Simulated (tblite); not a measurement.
C6H4S2.
Numbering: `[cH:1]1[cH:2][c:3]2[s:4][cH:5][cH:6][c:7]2[s:8]1` (hydrogens: H9 on C1; H10 on C2; H11 on C5; H12 on C6)

Computed with GFN2-xTB (tblite), gas phase: L-BFGS steps from a force-field or distance-geometry start until the largest atomic force falls under 0.01 eV/Å.

Step 8: E = -581.0641 eV
```
atom  x, y, z in Å  |  force x, y, z in eV/Å
C1     -2.2311    0.0677    0.3911    0.030   0.170   0.046
C2     -1.5068   -0.9992   -0.0215    0.039  -0.006  -0.018
C3     -0.1406   -0.6738   -0.1651    0.066   0.178   0.053
S4      1.3056   -1.5062   -0.6349   -0.153  -0.085   0.002
C5      2.2368   -0.0689   -0.3972   -0.062  -0.004   0.014
C6      1.5048    0.9924    0.0166   -0.111  -0.039   0.001
C7      0.1423    0.6534    0.1517   -0.021  -0.092  -0.027
S8     -1.2887    1.5007    0.6240    0.065   0.035  -0.002
H9     -3.2843    0.1126    0.5815   -0.021  -0.003   0.003
H10    -1.9558   -1.9514   -0.2047    0.075  -0.259  -0.086
H11     3.2903   -0.0823   -0.5757    0.110  -0.112  -0.053
H12     1.9289    1.9544    0.2081   -0.018   0.218   0.066
```

Step 9: E = -581.0688 eV
```
atom  x, y, z in Å  |  force x, y, z in eV/Å
C1     -2.2271    0.0710    0.3917    0.013   0.018   0.003
C2     -1.5087   -1.0018   -0.0226    0.058   0.060   0.008
C3     -0.1427   -0.6710   -0.1631    0.019   0.069   0.019
S4      1.2986   -1.5032   -0.6329   -0.057  -0.162  -0.033
C5      2.2330   -0.0686   -0.3964    0.055  -0.044  -0.019
C6      1.5046    0.9939    0.0168   -0.077   0.076   0.029
C7      0.1435    0.6539    0.1513   -0.040  -0.041  -0.004
S8     -1.2824    1.5017    0.6232   -0.042   0.079   0.029
H9     -3.2797    0.1127    0.5807   -0.061   0.030   0.019
H10    -1.9512   -1.9609   -0.2081    0.101  -0.102  -0.049
H11     3.2872   -0.0884   -0.5770    0.075  -0.099  -0.042
H12     1.9261    1.9599    0.2102   -0.043   0.116   0.040
```

Step 10: E = -581.0708 eV
```
atom  x, y, z in Å  |  force x, y, z in eV/Å
C1     -2.2249    0.0725    0.3919   -0.069  -0.007   0.007
C2     -1.5090   -1.0018   -0.0228    0.042  -0.014  -0.005
C3     -0.1432   -0.6692   -0.1620   -0.001  -0.007  -0.004
S4      1.2946   -1.5046   -0.6326    0.005  -0.103  -0.026
C5      2.2324   -0.0692   -0.3963   -0.007   0.013   0.006
C6      1.5038    0.9961    0.0174    0.007  -0.016  -0.009
C7      0.1431    0.6540    0.1513    0.006   0.026   0.010
S8     -1.2804    1.5035    0.6233   -0.079   0.068   0.032
H9     -3.2787    0.1133    0.5807   -0.029   0.038   0.016
H10    -1.9473   -1.9665   -0.2104    0.129   0.030  -0.018
H11     3.2869   -0.0928   -0.5783    0.051  -0.088  -0.035
H12     1.9240    1.9641    0.2118   -0.055   0.059   0.026
```

Q: Estimate the geometry and energy of step 11. (The exact step hangs on the optimiser's Hessian estimate; all steps are aligned on step 10, rigid shifts and turns removed.)

A: E = -581.0722 eV, largest force 0.142 eV/Å
```
atom  x, y, z in Å  |  force x, y, z in eV/Å
C1     -2.2250    0.0735    0.3923   -0.027  -0.061  -0.015
C2     -1.5082   -1.0021   -0.0230   -0.009   0.032   0.017
C3     -0.1432   -0.6682   -0.1615   -0.010  -0.034  -0.012
S4      1.2923   -1.5073   -0.6328    0.036  -0.011  -0.006
C5      2.2317   -0.0694   -0.3962    0.017  -0.013  -0.006
C6      1.5033    0.9969    0.0175    0.054   0.003  -0.009
C7      0.1428    0.6546    0.1515    0.003   0.051   0.017
S8     -1.2808    1.5056    0.6239   -0.071   0.013   0.016
H9     -3.2785    0.1144    0.5810   -0.038   0.036   0.016
H10    -1.9425   -1.9695   -0.2122    0.123   0.071  -0.005
H11     3.2875   -0.0972   -0.5797   -0.009  -0.071  -0.020
H12     1.9217    1.9679    0.2133   -0.069  -0.016   0.007
```

The energy changes by -0.0014 eV. The first-order estimate −F·Δx gives -0.0020 eV and the mean of the old and new forces, exact on a quadratic surface, -0.0014 eV. The step makes an angle of 43° with the force vector and moves no atom by more than 0.006 Å.

The cost below is that of the whole relaxation. Time: 0.14 s. Hardware: one thread of an Arm Neoverse V1, no GPU, shared host with 64 logical CPUs at a one-minute load of 17.
